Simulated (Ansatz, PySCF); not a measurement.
This singlet lies 1.90 eV below the relaxed triplet at the level composite: frozen-core CCSD(T) with HF/cc-pVQZ and the correlation energy extrapolated as X^-3 from cc-pVTZ and cc-pVQZ, plus CCSDT(Q) minus CCSD(T) in cc-pVDZ // B3LYP-D3(BJ)/def2-TZVP (Ansatz, a program for electronic structure).

B3LYP has the VWN-RPA correlation part, as in Gaussian. 

Cartesian coordinates (Å):
```xyz
3

F      1.2888    -0.3406     0.0000
Ge    -0.0958     0.7627     0.0000
H     -1.1931    -0.4221     0.0000
```
Charge 0, spin multiplicity 1.

Estimate the HOMO, dipole moment, total energy, HOMO–LUMO gap and LUMO that B3LYP-D3(BJ)/def2-TZVP (PySCF 2.14.0) returns for this input.


```json
{
 "HOMO": "-7.10 eV",
 "dipole_moment": "2.01 D",
 "total_energy": "-2177.5481 Ha",
 "HOMO–LUMO gap": "3.98 eV",
 "LUMO": "-3.12 eV"
}
```
